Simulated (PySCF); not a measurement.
PySCF input for CH4ClFO2Si, SMILES CO[Si](O)(F)Cl, PBE-D3(BJ)/def2-SVP. The structure is a stationary point at PBE-D3(BJ)/def2-SVP. One conformer was computed; it need not be the lowest.

```python
import numpy as np
from pyscf import gto, scf, dft, df
from pyscf.hessian import thermo

mol = gto.M(
    atom='''
    C    -2.15266065   -0.46557300    0.99841416
    O    -1.22539080    0.55795583    0.66623769
    Si    0.30735616    0.29905528    0.14404869
    O     1.21150325   -0.35406227    1.36269974
    F     0.88908791    1.73975571   -0.31154532
    Cl    0.34569674   -0.92889824   -1.51885932
    H    -1.83233514   -1.02649578    1.90329932
    H    -2.28212193   -1.18671648    0.16141022
    H    -3.13112441    0.01028574    1.20674065
    H     2.09102374   -0.68808951    1.11439988
    ''',
    basis='def2-SVP',
    charge=0,
    spin=0,
    max_memory=1600,
    verbose=3,
)
mf = dft.RKS(mol, xc='pbe').density_fit(auxbasis='def2-universal-jkfit')
mf.disp = 'd3bj'
mf.grids.level = 3
mf.conv_tol = 1e-11
mf.max_cycle = 100
mf.kernel()

# [left out here: the lines that compute and print the analytic Hessian (its translational invariance restored by hand, since the grid's response is missing), thermochemistry and intensities]
```

Log of the run:

```
converged SCF energy = -1039.59356742206

WARN: DFTD3 does not support analytical Hessian, using finite difference


WARN: Mole.unit (angstrom) is changed to Bohr

Mode                                 0                   1                   2
Irrep
Freq [cm^-1]                       45.7491             96.9458            129.7669
Reduced mass [au]                   3.2873              1.0370              4.0375
Force const [Dyne/A]                0.0041              0.0057              0.0401
Char temp [K]                      65.8227            139.4834            186.7057
Normal mode                   x     y     z       x     y     z       x     y     z
       0   C                -0.05 -0.01 -0.15   -0.00  0.01  0.03    0.12 -0.11 -0.05
       1   O                 0.04 -0.02  0.08   -0.00 -0.01 -0.01   -0.01  0.02 -0.04
       2  Si                 0.02  0.00  0.02    0.00 -0.01  0.00    0.00  0.03 -0.00
       3   O                 0.09  0.03 -0.01    0.00 -0.01 -0.01   -0.06  0.02  0.05
       4   F                -0.01  0.00 -0.01    0.00 -0.00  0.01    0.09 -0.01 -0.01
       5  Cl                -0.05 -0.01  0.03   -0.00  0.01 -0.01   -0.07  0.01  0.02
       6   H                -0.22 -0.09 -0.14   -0.26  0.39  0.36    0.20 -0.08 -0.06
       7   H                 0.05  0.06 -0.23    0.39 -0.33  0.26    0.21 -0.11 -0.06
       8   H                -0.07  0.01 -0.27   -0.14 -0.04 -0.51    0.06 -0.24 -0.03
       9   H                 0.13  0.16 -0.03    0.03  0.05  0.01    0.00  0.13  0.14
Mode                                 3                   4                   5
Irrep
Freq [cm^-1]                      171.2285            225.4751            266.3272
Reduced mass [au]                   1.7791              6.2616              2.9922
Force const [Dyne/A]                0.0307              0.1876              0.1250
Char temp [K]                     246.3597            324.4085            383.1856
Normal mode                   x     y     z       x     y     z       x     y     z
       0   C                 0.05 -0.02 -0.04   -0.02  0.02  0.01    0.03  0.00 -0.00
       1   O                -0.01  0.06 -0.01   -0.01 -0.03 -0.12    0.01  0.05  0.08
       2  Si                -0.00  0.03 -0.00    0.02  0.00 -0.02   -0.03  0.03 -0.03
       3   O                 0.02 -0.04 -0.06    0.05  0.03 -0.03   -0.07 -0.11 -0.08
       4   F                -0.04  0.05  0.03    0.01  0.06  0.13   -0.01  0.04  0.01
       5  Cl                -0.00 -0.04  0.04   -0.04 -0.05  0.01    0.03 -0.04  0.02
       6   H                 0.06  0.01 -0.03    0.04  0.05  0.01    0.02 -0.02 -0.02
       7   H                 0.15 -0.03 -0.05   -0.12 -0.02  0.06    0.08  0.04 -0.04
       8   H                 0.01 -0.09 -0.09    0.02  0.07  0.08    0.01 -0.04 -0.02
       9   H                -0.25 -0.61 -0.25    0.14  0.24 -0.00    0.19  0.49  0.04
Mode                                 6                   7                   8
Irrep
Freq [cm^-1]                      299.5045            326.5713            363.6912
Reduced mass [au]                   7.1900              9.8960              6.8731
Force const [Dyne/A]                0.3800              0.6218              0.5356
Char temp [K]                     430.9204            469.8634            523.2706
Normal mode                   x     y     z       x     y     z       x     y     z
       0   C                -0.06 -0.05  0.03    0.01  0.01 -0.01   -0.06 -0.02  0.03
       1   O                -0.08 -0.02 -0.00   -0.02 -0.00 -0.11    0.04 -0.14  0.01
       2  Si                -0.06  0.03  0.01    0.03 -0.01  0.05    0.05  0.06 -0.03
       3   O                 0.05  0.02 -0.09    0.04 -0.11 -0.01   -0.07 -0.04 -0.00
       4   F                 0.12 -0.05 -0.01   -0.05 -0.01 -0.07    0.04  0.08 -0.04
       5  Cl                 0.02  0.02  0.04   -0.01  0.05  0.06   -0.01  0.00  0.03
       6   H                -0.03 -0.03  0.02    0.06  0.04 -0.01   -0.14 -0.03  0.05
       7   H                -0.06 -0.05  0.03   -0.04 -0.02  0.02   -0.14 -0.03  0.05
       8   H                -0.07 -0.06  0.04    0.02  0.02  0.04   -0.01  0.10 -0.00
       9   H                 0.01  0.03 -0.27    0.14  0.15 -0.02   -0.10 -0.16  0.08
Mode                                 9                  10                  11
Irrep
Freq [cm^-1]                      528.9375            749.5909            793.2239
Reduced mass [au]                  18.9508              2.5388              2.3646
Force const [Dyne/A]                3.1238              0.8405              0.8766
Char temp [K]                     761.0233           1078.4944           1141.2727
Normal mode                   x     y     z       x     y     z       x     y     z
       0   C                -0.04 -0.03  0.01    0.08  0.05 -0.03    0.02  0.02 -0.01
       1   O                -0.06  0.02 -0.00    0.09 -0.08 -0.03    0.02 -0.03 -0.02
       2  Si                 0.01  0.06  0.09   -0.05  0.04  0.05    0.00  0.04  0.07
       3   O                 0.04 -0.05  0.06   -0.05  0.02  0.01   -0.03  0.04 -0.13
       4   F                 0.02  0.05 -0.04   -0.02 -0.05  0.01   -0.02 -0.06  0.01
       5  Cl                -0.00 -0.06 -0.08   -0.00 -0.01 -0.01    0.00 -0.01 -0.01
       6   H                -0.01 -0.02  0.01    0.03  0.05 -0.01    0.01  0.02 -0.00
       7   H                -0.02 -0.02  0.01    0.02  0.04 -0.01    0.01  0.01 -0.00
       8   H                -0.05 -0.05  0.03    0.12  0.14 -0.04    0.03  0.04 -0.01
       9   H                 0.04  0.03 -0.06   -0.12  0.17 -0.52    0.07 -0.17  0.60
Mode                                12                  13                  14
Irrep
Freq [cm^-1]                      916.9004            962.5139           1129.2471
Reduced mass [au]                   5.5817             10.1529              2.1837
Force const [Dyne/A]                2.7648              5.5419              1.6406
Char temp [K]                    1319.2156           1384.8431           1624.7352
Normal mode                   x     y     z       x     y     z       x     y     z
       0   C                -0.06 -0.05  0.02   -0.01 -0.01  0.00    0.03  0.15  0.01
       1   O                -0.02  0.05  0.01   -0.00  0.01 -0.00   -0.09 -0.09  0.02
       2  Si                 0.12  0.04 -0.01    0.03 -0.10  0.08    0.03 -0.00 -0.01
       3   O                -0.06  0.03 -0.03   -0.08  0.06 -0.09   -0.00  0.00 -0.00
       4   F                -0.04 -0.09  0.03    0.03  0.09 -0.03    0.00 -0.00 -0.00
       5  Cl                -0.00 -0.00 -0.00   -0.00  0.00 -0.00   -0.00 -0.00 -0.00
       6   H                -0.05 -0.06  0.01   -0.02 -0.02  0.00    0.17 -0.06 -0.16
       7   H                -0.03 -0.04  0.01   -0.00 -0.00 -0.00    0.36  0.19 -0.08
       8   H                -0.08 -0.09  0.03   -0.01 -0.02  0.01   -0.23 -0.36  0.01
       9   H                -0.09  0.12 -0.30   -0.10  0.08 -0.19   -0.01  0.01 -0.02
Mode                                15                  16                  17
Irrep
Freq [cm^-1]                     1136.1397           1179.5109           1421.6508
Reduced mass [au]                   1.2944              2.5124              1.0406
Force const [Dyne/A]                0.9844              2.0594              1.2392
Char temp [K]                    1634.6521           1697.0536           2045.4390
Normal mode                   x     y     z       x     y     z       x     y     z
       0   C                 0.04 -0.03  0.12    0.13  0.02 -0.05   -0.03 -0.00 -0.04
       1   O                -0.00  0.02 -0.05   -0.14 -0.03  0.05   -0.01 -0.00 -0.01
       2  Si                -0.01  0.00 -0.00    0.03 -0.00 -0.01    0.00 -0.00 -0.00
       3   O                 0.00 -0.00  0.00   -0.00  0.00 -0.00   -0.00  0.00  0.00
       4   F                 0.00  0.00  0.00    0.00 -0.00  0.00    0.00  0.00  0.00
       5  Cl                -0.00  0.00  0.00    0.00 -0.00 -0.00    0.00  0.00  0.00
       6   H                -0.43 -0.46  0.02   -0.23  0.06  0.12   -0.35 -0.02  0.09
       7   H                 0.16  0.39 -0.26   -0.30 -0.03  0.05    0.59 -0.09 -0.04
       8   H                 0.01  0.10 -0.31    0.27  0.33 -0.07    0.22  0.21  0.61
       9   H                 0.00 -0.00  0.01   -0.00  0.01 -0.02   -0.00 -0.00 -0.00
Mode                                18                  19                  20
Irrep
Freq [cm^-1]                     1423.2274           1426.4426           2941.5785
Reduced mass [au]                   1.1168              1.0568              1.0335
Force const [Dyne/A]                1.3328              1.2670              5.2690
Char temp [K]                    2047.7074           2052.3333           4232.2765
Normal mode                   x     y     z       x     y     z       x     y     z
       0   C                -0.04 -0.07  0.02    0.05 -0.01 -0.02    0.02  0.04 -0.00
       1   O                -0.03 -0.02  0.01    0.03  0.00 -0.01    0.00  0.00 -0.00
       2  Si                 0.01 -0.00 -0.00   -0.01  0.00  0.00   -0.00  0.00  0.00
       3   O                -0.00  0.00 -0.00    0.00 -0.00  0.00    0.00 -0.00  0.00
       4   F                -0.00 -0.00  0.00    0.00  0.00 -0.00    0.00  0.00 -0.00
       5  Cl                -0.00  0.00  0.00    0.00 -0.00 -0.00    0.00 -0.00 -0.00
       6   H                 0.37  0.48  0.19   -0.40  0.33  0.34    0.18 -0.30  0.50
       7   H                 0.18  0.43 -0.42   -0.28  0.27 -0.19   -0.07 -0.42 -0.51
       8   H                 0.11  0.28 -0.08   -0.16 -0.52  0.28   -0.34  0.17  0.07
       9   H                -0.00  0.00 -0.01    0.00 -0.00  0.01    0.00  0.00  0.00
Mode                                21                  22                  23
Irrep
Freq [cm^-1]                     3022.3149           3062.9217           3770.9275
Reduced mass [au]                   1.1069              1.1043              1.0668
Force const [Dyne/A]                5.9569              6.1039              8.9379
Char temp [K]                    4348.4382           4406.8624           5425.5251
Normal mode                   x     y     z       x     y     z       x     y     z
       0   C                -0.02 -0.01 -0.09    0.07 -0.06 -0.01    0.00 -0.00  0.00
       1   O                 0.00  0.00  0.00   -0.00  0.00 -0.00   -0.00  0.00  0.00
       2  Si                -0.00 -0.00 -0.00   -0.00 -0.00  0.00    0.00  0.00 -0.00
       3   O                 0.00 -0.00  0.00   -0.00  0.00  0.00    0.06 -0.02 -0.01
       4   F                 0.00  0.00  0.00    0.00  0.00 -0.00   -0.00  0.00 -0.00
       5  Cl                -0.00  0.00  0.00   -0.00  0.00 -0.00   -0.00 -0.00 -0.00
       6   H                 0.22 -0.34  0.55   -0.08  0.13 -0.24   -0.00  0.00 -0.00
       7   H                 0.06  0.42  0.49    0.04  0.14  0.19    0.00 -0.00 -0.00
       8   H                -0.04  0.02 -0.01   -0.77  0.39  0.16   -0.00  0.00  0.00
       9   H                -0.00  0.00  0.00    0.00 -0.00 -0.00   -0.88  0.34  0.22
temperature 298.1500 [K]
pressure 101325.00 [Pa]
Rotational constants [GHz] 2.46195 2.00166 1.57054
Symmetry number 1
Zero-point energy (ZPE) 0.06012 [Eh]   157849.570 [J/mol]
                           tot       elec      trans        rot        vib
Entropy [J/mol/K]       382.198      0.000    169.507    117.655     95.036
Cv [J/mol/K]            111.193      0.000     12.472     12.472     86.249
Cp [J/mol/K]            119.507      0.000     20.786     12.472     86.249
Internal energy [J/mol]                      3718.434   3718.434 172461.424
Internal energy [Eh]   -1039.52505  -1039.59357
Enthalpy [J/mol]                             6197.391   3718.434 172461.424
Enthalpy [Eh]          -1039.52410
Gibbs free energy [J/mol]                  -44341.177 -31360.417 144126.497
Gibbs free energy [Eh] -1039.56751
mode   freq/cm-1   IR/(km/mol)
   1       45.75         4.269
   2       96.95         0.632
   3      129.77         7.754
   4      171.23        38.776
   5      225.48         6.234
   6      266.33        52.371
   7      299.50        34.811
   8      326.57        37.975
   9      363.69         4.556
  10      528.94        78.879
  11      749.59       101.810
  12      793.22       271.370
  13      916.90        94.750
  14      962.51       134.331
  15     1129.25       147.339
  16     1136.14         3.913
  17     1179.51       179.322
  18     1421.65         5.084
  19     1423.23         3.257
  20     1426.44         5.192
  21     2941.58        51.972
  22     3022.31        24.720
  23     3062.92        19.097
  24     3770.93        95.965
max |gradient| / (hartree/bohr): 0.0001126635841253708
APT charges: [ 0.5156 -0.9568  2.1362 -0.8059 -0.6134 -0.51   -0.0327 -0.022  -0.0175
  0.3066]
```

The calculation finished and met its thresholds.
